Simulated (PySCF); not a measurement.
**`C[C@@H]1[CH2][GeH2][Ge@@H]1[Br]`, C$_{3}$H$_{9}$BrGe$_{2}$**

Molfile (atoms numbered from 1):
```
C3H9BrGe2
     RDKit          3D

 15 15  0  0  0  0  0  0  0  0999 V2000
   -1.4542   -0.9715    0.2150 C   0  0  0  0  0  0  0  0  0  0  0  0
   -0.7341    0.1414   -0.5314 C   0  0  2  0  0  0  0  0  0  0  0  0
    0.5675   -0.3573   -1.1675 C   0  0  0  0  0  0  0  0  0  0  0  0
    1.9704    0.0709    0.2141 Ge  0  0  0  0  0  4  0  0  0  0  0  0
    0.0518    1.4967    0.7971 Ge  0  0  2  0  0  4  0  0  0  0  0  0
   -1.0124    1.5948    2.8569 Br  0  0  0  0  0  0  0  0  0  0  0  0
   -2.3268   -0.5862    0.7436 H   0  0  0  0  0  0  0  0  0  0  0  0
   -1.7884   -1.7483   -0.4728 H   0  0  0  0  0  0  0  0  0  0  0  0
   -0.7855   -1.4306    0.9474 H   0  0  0  0  0  0  0  0  0  0  0  0
   -1.4065    0.5764   -1.2734 H   0  0  0  0  0  0  0  0  0  0  0  0
    0.7889    0.1972   -2.0826 H   0  0  0  0  0  0  0  0  0  0  0  0
    0.5075   -1.4107   -1.4363 H   0  0  0  0  0  0  0  0  0  0  0  0
    2.3239   -1.0975    1.1253 H   0  0  0  0  0  0  0  0  0  0  0  0
    3.3252    0.5395   -0.3067 H   0  0  0  0  0  0  0  0  0  0  0  0
   -0.0317    2.9932    0.3494 H   0  0  0  0  0  0  0  0  0  0  0  0
  1  2  1  0
  2  3  1  0
  3  4  1  0
  4  5  1  0
  5  6  1  0
  5  2  1  0
  1  7  1  0
  1  8  1  0
  1  9  1  0
  2 10  1  6
  3 11  1  0
  3 12  1  0
  4 13  1  0
  4 14  1  0
  5 15  1  6
M  END
```

Computed with TDDFT PBE0/def2-SVPD circular dichroism and optical rotation, one conformer, gas phase (PySCF). Geometry: GFN2-xTB.

The calculation is non-relativistic, which matters for the atoms heavier than Zn.

Stereocentres: C2 R, Ge5 R.

Task: Give the optical rotatory dispersion at 633, 589.3, 546, 436, 405, 365, 355 nm.

Result: [α] in deg dm⁻¹ (g/mL)⁻¹:
| λ (nm) | origin-invariant length gauge | modified velocity gauge | length gauge (centre of mass) | isotropic polarisability (au) |
| --- | --- | --- | --- | --- |
| 633 | +87.3 | +92.4 | +86.7 | 128.6 |
| 589.3 | +104.4 | +110.4 | +103.6 | 129.4 |
| 546 | +127.1 | +134.3 | +126.2 | 130.3 |
| 436 | +240.9 | +253.0 | +239.2 | 134.5 |
| 405 | +305.1 | +319.6 | +303.0 | 136.5 |
| 365 | +440.5 | +459.5 | +437.7 | 140.2 |
| 355 | +490.2 | +510.7 | +487.1 | 141.4 |

Task: And for the mirror image at 589.3 nm?

Result: -104.4 deg dm⁻¹ (g/mL)⁻¹ (origin-invariant length gauge): the same size and the opposite sign.

Task: What is the molar rotation [Φ] = [α]·M/100 of the geometry above at 589.3 nm?

Result: With M = 270.27 g/mol, +282.1 deg cm² dmol⁻¹ (origin-invariant length gauge).

The first excitation lies at 5.09 eV (243 nm) with R = +12.1 × 10⁻⁴⁰ esu² cm² (velocity form).
